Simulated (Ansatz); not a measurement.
One change: `CC[TeH]` becomes `CCF`.

Ansatz, PBE0-D4/def2-TZVP geometries, multiplicity 1. 

Elements past krypton have def2 core potentials.

```
                                                                                  property  `CC[TeH]`
                                                     HOMO energy (ωB97M-V/def2-TZVPP) / eV      -8.15
                                          size of the dipole moment (B3LYP/def2-TZVPP) / D       1.41
                                                         HOMO energy (PBE/def2-TZVPP) / eV      -4.98
ideal-gas entropy at 298 K and 1 bar (rigid rotor, harmonic PBE0-D4/def2-TZVP) / J/(mol·K)        312
                                        size of the dipole moment (ωB97M-V/def2-TZVPP) / D       1.37
                                            zero-point energy (PBE0-D4/def2-TZVP) / kJ/mol      188.7
```

Q: Give the same properties after the change, and the shifts. (Best estimate.)

A: Computed: 
| property | `CCF` | shift |
| --- | --- | --- |
| HOMO energy (ωB97M-V/def2-TZVPP) / eV | -11.77 | -3.62 |
| size of the dipole moment (B3LYP/def2-TZVPP) / D | 1.87 | 0.46 |
| HOMO energy (PBE/def2-TZVPP) / eV | -7.63 | -2.65 |
| ideal-gas entropy at 298 K and 1 bar (rigid rotor, harmonic PBE0-D4/def2-TZVP) / J/(mol·K) | 264 | -48 |
| size of the dipole moment (ωB97M-V/def2-TZVPP) / D | 1.87 | 0.50 |
| zero-point energy (PBE0-D4/def2-TZVP) / kJ/mol | 178.7 | -10.0 |

With PBE0 the HOMO falls by 3.33 eV and the LUMO rises by 2.03 eV, so the gap widens by about 5.36 eV. PBE moves the HOMO by -2.65 eV and ωB97M-V by -3.62 eV. The zero-point energy changes by -10.0 kJ/mol with -3 modes. Dipoles are sizes alone; their direction can turn.

B3LYP here is the variant with VWN-RPA as its local correlation; programs differ in this.

Spin–orbit coupling is left out; it splits and shifts lone-pair levels of the heavy atoms by tenths of an eV.
